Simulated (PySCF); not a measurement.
CH₃FSZn, SMILES [F][Zn][S]C.

Geometry optimised at B3LYP-D3(BJ)/def2-SVP. The structure was generated by enumeration; whether it is a known compound was not checked. One conformer was computed; it need not be the lowest.

Two levels are set side by side: PBE/def2-TZVP (PySCF) and r2SCAN/def2-TZVP (PySCF). Same geometry, gas phase. Differences are taken from unrounded values.

```
quantity                     r2SCAN
---------------------------  ------
orbital gap (eV)               4.25
highest occupied level (eV)   -6.19
lowest empty level (eV)       -1.94
dipole moment (D)              2.50
mean polarisability (bohr³)    54.5
```

Question: What does PBE give, and how far is it from r2SCAN? (Estimate from the structure and the level; the computed values follow.)

Answer: 
```json
[
 {"quantity": "orbital gap (eV)", "PBE": "3.73", "PBE minus r2SCAN": "-0.53"},
 {"quantity": "highest occupied level (eV)", "PBE": "-5.95", "PBE minus r2SCAN": "0.24"},
 {"quantity": "lowest empty level (eV)", "PBE": "-2.22", "PBE minus r2SCAN": "-0.29"},
 {"quantity": "dipole moment (D)", "PBE": "2.47", "PBE minus r2SCAN": "-0.02"},
 {"quantity": "mean polarisability (bohr³)", "PBE": "56.2", "PBE minus r2SCAN": "1.7"}
]
```

Rough cost on one machine, each run with all the roots and properties that it gave: r2SCAN against PBE about 3 times.
